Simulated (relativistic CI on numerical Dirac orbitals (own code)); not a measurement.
Line list: Electric-dipole lines, Ce4+

Method of calculation: Dirac-Coulomb-Breit CI, orbitals from a KLI potential per configuration, model QED (radiative potential, 1s self-energy scaled to tabulated hydrogen-like ionisation energies), valence Slater integrals scaled by 0.85, P86 correlation energy added to each configuration (own radial code, finite nucleus).

CI space (outside the closed core [Kr] 4d10): 5s2 5p6, 5s2 5p5 5d, 5s2 5p5 4f, 5s2 5p5 5f, 5s 5p6 5d, 5s2 5p5 5g, 5s2 5p5 6s, 5s2 5p5 6p, 5s 5p6 4f, 5s 5p6 5f, 5p6 4f2, 5p5 4f2 5d, 5p5 4f3, 5p5 4f2 5f, 5p5 4f2 5g, 5p5 4f2 6s. Double excitations out of closed p, d and f shells are left out; levels of such configurations are missing from the list, as are those of other unlisted configurations, and high levels can miss mixing partners.

```
λ vac (nm)                  Lower                  Upper   A (s⁻¹)  E lower (cm⁻¹)  E upper (cm⁻¹)
    37.821       5s2 5p6 1S_0 [1]  5s2 5p5 5d 1P°_1 [27]  1.45e+11               0          264402
    47.872  5s2 5p5 5d 3F°_4 [16]    5s 5p6 5d 3D_3 [58]  6.69e+09          188444          397335
    47.949  5s2 5p5 5d 3P°_2 [17]    5s 5p6 5d 3D_3 [58]  8.49e+09          188779          397335
    48.771  5s2 5p5 5d 3P°_1 [15]    5s 5p6 5d 3D_1 [54]  1.43e+10          183186          388226
    51.574    5s2 5p5 4f 3G_4 [5]   5s 5p6 4f 1F°_3 [39]  2.87e+09          117627          311524
    51.598  5s2 5p5 5d 3F°_3 [18]    5s 5p6 5d 3D_2 [53]  8.55e+09          190277          384083
    51.880  5s2 5p5 5d 3F°_4 [16]    5s 5p6 5d 3D_3 [52]  6.05e+09          188444          381198
    51.936    5s2 5p5 4f 3D_1 [2]   5s 5p6 4f 3F°_2 [35]  6.28e+09          110685          303229
    52.615    5s2 5p5 4f 3D_2 [3]   5s 5p6 4f 3F°_3 [36]  4.41e+09          113836          303896
    52.800    5s2 5p5 4f 3D_2 [3]   5s 5p6 4f 3F°_2 [35]  3.30e+09          113836          303229
    52.993    5s2 5p5 4f 3G_3 [7]   5s 5p6 4f 1F°_3 [39]  3.11e+09          122821          311524
    53.251    5s2 5p5 4f 3G_5 [4]   5s 5p6 4f 3F°_4 [37]  1.42e+10          117415          305204
    53.654    5s2 5p5 4f 3D_3 [6]   5s 5p6 4f 3F°_4 [37]  3.64e+09          118824          305204
    53.686    5s2 5p5 4f 3G_4 [5]   5s 5p6 4f 3F°_3 [36]  1.16e+10          117627          303896
    54.027    5s2 5p5 4f 3F_4 [8]   5s 5p6 4f 1F°_3 [39]  6.02e+09          126431          311524
    54.033    5s2 5p5 4f 3D_3 [6]   5s 5p6 4f 3F°_3 [36]  3.14e+09          118824          303896
    54.712    5s2 5p5 4f 1D_2 [9]   5s 5p6 4f 1F°_3 [39]  4.23e+09          128750          311524
    54.813  5s2 5p5 5d 3D°_1 [21]    5s 5p6 5d 3D_2 [57]  1.00e+10          211738          394176
    55.430    5s2 5p5 4f 3G_3 [7]   5s 5p6 4f 3F°_2 [35]  8.72e+09          122821          303229
    55.937    5s2 5p5 4f 3F_4 [8]   5s 5p6 4f 3F°_4 [37]  3.63e+09          126431          305204
    56.640  5s2 5p5 5d 3D°_2 [23]    5s 5p6 5d 3D_3 [58]  1.52e+10          220781          397335
    57.698  5s2 5p5 5d 3F°_2 [22]   5s2 5p5 5f 3G_3 [55]  1.38e+10          215698          389016
    57.922  5s2 5p5 5d 3F°_4 [16]   5s2 5p5 5f 3G_5 [47]  1.52e+10          188444          361089
    58.316  5s2 5p5 5d 3F°_3 [18]   5s2 5p5 5f 3G_4 [48]  1.21e+10          190277          361756
    58.770  5s2 5p5 5d 3P°_2 [17]   5s2 5p5 5f 3D_3 [46]  6.07e+09          188779          358934
    58.998  5s2 5p5 5d 3F°_2 [19]   5s2 5p5 5f 1F_3 [49]  1.11e+10          194736          364234
    59.954  5s2 5p5 5d 1F°_3 [24]   5s2 5p5 5f 3G_4 [56]  1.37e+10          222754          389548
    60.799   5s2 5p5 4f 3F_4 [12]   5s 5p6 4f 1F°_3 [39]  3.43e+09          147048          311524
    61.256  5s2 5p5 5d 3D°_3 [20]   5s2 5p5 5f 3F_4 [50]  1.12e+10          201354          364603
    62.279   5s2 5p5 4f 3G_3 [10]   5s 5p6 4f 3F°_3 [36]  2.93e+09          143330          303896
    63.228   5s2 5p5 4f 3F_4 [12]   5s 5p6 4f 3F°_4 [37]  3.57e+09          147048          305204
    90.574  5s2 5p5 5d 3F°_4 [16]   5s2 5p5 6p 3D_3 [32]  2.64e+09          188444          298851
    149.05    5s 5p6 5d 3D_3 [52]  5s2 5p5 5g 3F°_4 [68]  1.72e+09          381198          448290
    150.88   5s2 5p5 5f 3D_1 [44]  5s2 5p5 5g 3F°_2 [60]  2.38e+09          354149          420426
    154.35   5s2 5p5 5f 3D_2 [45]  5s2 5p5 5g 3F°_3 [61]  2.00e+09          355868          420654
    158.94   5s2 5p5 5f 3D_3 [46]  5s2 5p5 5g 3F°_4 [64]  2.35e+09          358934          421850
    166.52   5s2 5p5 5f 3G_5 [47]  5s2 5p5 5g 3H°_6 [62]  2.84e+09          361089          421142
    168.00   5s2 5p5 5f 3G_4 [48]  5s2 5p5 5g 1H°_5 [63]  2.65e+09          361756          421278
    168.19   5s2 5p5 5f 3G_3 [55]  5s2 5p5 5g 3H°_4 [69]  2.65e+09          389016          448474
    169.56   5s2 5p5 5f 3G_4 [56]  5s2 5p5 5g 3H°_5 [71]  2.68e+09          389548          448525
    171.69   5s2 5p5 5f 1F_3 [49]  5s2 5p5 5g 1G°_4 [66]  2.29e+09          364234          422478
    172.73   5s2 5p5 5f 3F_4 [50]  5s2 5p5 5g 3G°_5 [67]  2.33e+09          364603          422498
    175.01   5s2 5p5 5f 1D_2 [51]  5s2 5p5 5g 3G°_3 [65]  1.76e+09          364922          422061
    196.25    5s 5p6 5d 3D_3 [58]  5s2 5p5 5g 3F°_4 [68]  8.33e+08          397335          448290
    215.64  5s2 5p5 6s 3P°_2 [25]   5s2 5p5 6p 3D_3 [32]  6.65e+08          252478          298851
```

Terms are leading LS components. Brackets give the number of a level in order of energy, since labels repeat. The list gives strong lines, with weight on those to low levels, without lines whose two gauges differ by over a factor of 2.5, among the lowest 71 of 2838 levels, so that lines to higher ones, which can be the strongest, are missing. Levels whose partners in the same complex of configurations lie outside the list can be far off, and so can their lines. Rates are taken at the computed energies, electric ones in the length gauge.

At this charge configurations can still be misplaced by up to about 7 % of their energy. Levels and lines within the n = 5 or 6 shells can be off by up to 10 % or somewhat more, and those that change n by about 2 %, since core polarisation is missing. 2 of the 3 excited levels that our extract of the measured tables holds in this range could be paired (the sources list more); they are missed by 3376 cm⁻¹ on average and 4681 at most, and levels without a partner can miss by more. Levels that differ in their count of f electrons can be misplaced by several ten thousand cm⁻¹, since the correlation energy of f electrons is missing or only estimated; rates across such gaps can be off by orders of magnitude.

LS names give the leading component of a level, which can be under half, so a name can repeat, a term be missing and a line seem to break the LS rules.
